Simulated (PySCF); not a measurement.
Start geometry of [IrCl6]3-, `[Cl][Ir-3]([Cl])([Cl])([Cl])([Cl])[Cl]` from GFN2-xTB (Å):
```
atom  x, y, z in Å
Ir1    0.0628   -0.0777    0.0121
Cl2   -0.0358   -0.0230    2.3612
Cl3   -0.0428    0.0023   -2.3946
Cl4    2.4689    0.0097    0.0083
Cl5   -2.3759   -0.0178   -0.0519
Cl6   -0.0213    2.3803    0.0038
Cl7    0.0361   -2.3758   -0.0075
```

Task: What comes out of this run: PBE0-D3(BJ)/def2-SVP geometry optimisation, gas phase, def2 core potentials past Kr (PySCF 2.14.0)?

Result: 
```
atom  x, y, z in Å
Ir1    0.013   -0.015   -0.010
Cl2   -0.003   -0.026    2.423
Cl3    0.027   -0.003   -2.442
Cl4    2.446    0.008    0.003
Cl5   -2.419   -0.037   -0.025
Cl6   -0.008    2.417    0.001
Cl7    0.035   -2.447   -0.019
```

The energy falls by 0.175 eV over 6 energy and gradient evaluations, the largest force component goes from 0.0376 to 6.7e-05 Eh/bohr, and the atoms move by 0.065 Å rms after alignment. The bond that changes most is Ir1–Cl7 (ends: iridium bonded to 6 Cl; chlorine bonded to Ir), which lengthens by 0.134 Å. Bonds longer at the end by more than 0.005 Å: 4 of 6; shorter: 2. Among the angles that change most is Cl2–Ir1–Cl3, from 174.1° to 179.9°. The orientation of the end geometry is arbitrary; only internal coordinates are fixed.

The run used 140 basis functions and 42 SCF cycles in all. Hardware: 2 threads, Arm Neoverse V2 (aarch64), no GPU, shared host. Cost: 49 s wall, 68 s CPU, 0.60 GiB resident at most.

Not checked by PBE0-D3(BJ)/def2-SVP frequencies. Whether so highly charged an anion holds all its electrons in the gas phase wasn't checked; a finite basis holds them in any case. No counter-ion or solvent screens the charge of this multiply charged ion. The geometry's basis has no diffuse functions, a weakness for an anion.
